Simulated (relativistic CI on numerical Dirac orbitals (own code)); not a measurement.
Co²⁺: L2,3 absorption edge

Computed with this model: Dirac-Coulomb-Breit CI, KLI orbitals optimised for each configuration, model QED (radiative potential, 1s self-energy scaled to tabulated hydrogen-like ionisation energies), multiplet model of core-to-valence dipole absorption, unscaled Slater integrals; configurations [Ar] 3d7 → [He] 2s2 2p5 3s2 3p6 3d8; 300 K; Lorentzian 0.4 eV and Gaussian 0.3 eV FWHM. Energies are those of the free ion, without screening or charge transfer. The branching ratio is the share of the lower-energy edge in the whole absorption, uncertain by about 0.02 where the edges overlap. S is read from ⟨S²⟩ = S(S + 1).

Field parameters in Wybourne normalisation: D3d B²₀ = −7Dσ, B⁴₀ = −14Dq − 21Dτ, B⁴₃ = −14√(10/7) Dq; D4h B²₀ = −7Ds, B⁴₀ = 21(Dq − Dt), B⁴₄ = 21√(5/14) Dq; Oh B⁴₀ = 21Dq, B⁴₄ = √(5/14) B⁴₀. The field is a parameter set, without covalency.

Peaks in eV (height, largest 100): 778.7 (41), 780.1 (90), 780.9 (100), 782.3 (97), 784.1 (17), 784.4 (17), 795.8 (31), 796.4 (34), 796.8 (34).

Question: Which surroundings give this spectrum?
A. Oh, 10Dq = 24250 cm⁻¹
B. free ion
C. D3d, 10Dq = 7600, Dσ = 910, Dτ = -10 cm⁻¹
D. Oh, 10Dq = 15550 cm⁻¹

Answer: C. D3d, 10Dq = 7600, Dσ = 910, Dτ = -10 cm⁻¹, where the ground state has S = 1.50.
